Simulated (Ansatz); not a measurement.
Relaxation of BH$_{5}$N$_{2}$S (9 atoms, charge 0, multiplicity 1), to a largest force component of 0.015 eV/Å in at most 40 steps.

These are results of Ansatz 0.2.0, RHF/def2-SVP, not measurements.

```xyz
9
Properties=species:S:1:pos:R:3:forces:R:3
N 0.474 1.228 -0.659 -4.59 1.28 -0.03
B 0.090 0.015 0.125 1.89 -0.69 -2.46
N 0.588 -1.331 -0.355 2.71 1.37 2.73
S -0.896 0.146 1.677 -2.61 -0.26 -0.38
H -0.005 1.150 -1.632 1.89 0.04 2.36
H -0.054 2.096 -0.215 2.04 -2.74 -1.42
H 0.341 -2.052 0.354 0.30 0.92 -1.23
H 1.701 -1.270 -0.297 -3.69 -0.25 -0.74
H -2.151 -0.028 0.986 2.04 0.35 1.15
```

**Question.** Where does it end, and by what steps?

**Answer.** The forces met the threshold. The force dipped under the threshold on the way, but the program's further checks kept it going. After 12 steps the energy has fallen by 1.926 eV; H9 moved furthest, 1.01 Å.

| step | energy less start (eV) | largest force component (eV/Å) | accepted |
| --- | --- | --- | --- |
| 0 | 0.0000 | 4.587 | yes |
| 1 | -1.0606 | 2.179 | yes |
| 2 | -1.4699 | 2.704 | yes |
| 3 | -1.6489 | 1.754 | yes |
| 4 | -1.7389 | 1.075 | yes |
| 5 | -1.8281 | 0.841 | yes |
| 6 | -1.9058 | 0.255 | yes |
| 7 | -1.9226 | 0.090 | yes |
| 8 | -1.9231 | 0.084 | yes |
| 9 | -1.9251 | 0.025 | yes |
| 10 | -1.9255 | 0.006 | yes |
| 11 | -1.9255 | 0.031 | yes |
| 12 | -1.9255 | 0.015 | yes |

```xyz
9
Properties=species:S:1:pos:R:3
N 0.055 1.060 -0.632
B -0.041 -0.132 0.121
N 0.805 -1.239 -0.108
S -1.304 -0.317 1.476
H 0.724 1.180 -1.363
H -0.522 1.858 -0.485
H 0.746 -2.089 0.409
H 1.520 -1.241 -0.804
H -1.894 0.874 1.370
```

Whether the end is a true minimum wasn't checked by a vibrational analysis.

Time of the run: 33 s on 1 thread of Intel(R) Xeon(R) Processor @ 2.70GHz (shared host), peak memory 0.16 GiB.
